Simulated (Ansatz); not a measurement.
Basis sets compared for the cluster Pb₃S₈ (the lowest singlet isomer of a short search). Charge 0, multiplicity 1. Geometry PBE-D4/def2-SVP. Ansatz on 4 threads of Intel Xeon on a shared host; times are rough, and most runs start from earlier orbitals.

| atom | x (Å) | y (Å) | z (Å) |
| --- | --- | --- | --- |
| Pb1 | -0.433 | 0.808 | -1.524 |
| Pb2 | -0.770 | 0.525 | 2.283 |
| Pb3 | 2.834 | -0.194 | 0.904 |
| S4 | 0.822 | -1.992 | 1.512 |
| S5 | -2.899 | 1.871 | 0.696 |
| S6 | -0.055 | -2.214 | -0.422 |
| S7 | 1.607 | -2.545 | -1.651 |
| S8 | -2.423 | -0.247 | 0.249 |
| S9 | 0.978 | 1.734 | 0.644 |
| S10 | 2.516 | -0.673 | -1.774 |
| S11 | -2.176 | 2.928 | -0.918 |

In the def2 sets Pb takes a core potential; there is no spin–orbit coupling. The structure comes from a short search, and lower isomers may exist.

Binding counts from free atoms (Pb triplet, S triplet) in the same basis, without a counterpoise term.

| level | functions | energy (Eh) | HOMO (eV) | LUMO (eV) | binding per atom (eV) | wall time |
| --- | --- | --- | --- | --- | --- | --- |
| PBE-D4/def2-SVP | 222 | -3762.2760 | -4.68 | -3.00 | 3.20 | 18 s |
| PBE0-D4/def2-SVP | 222 | -3762.4030 | -5.71 | -2.36 | 2.97 | 33 s |

**Question.** Estimate the rows for PBE-D4/def2-TZVP (with forces), PBE0-D4/def2-TZVP.

**Answer.** 
```tsv
level	functions	energy (Eh)	HOMO (eV)	LUMO (eV)	binding per atom (eV)	wall time
PBE-D4/def2-TZVP (with forces)	446	-3763.4182	-4.78	-3.08	3.26	51 s
PBE0-D4/def2-TZVP	446	-3763.5315	-5.76	-2.40	3.05	2 min
```
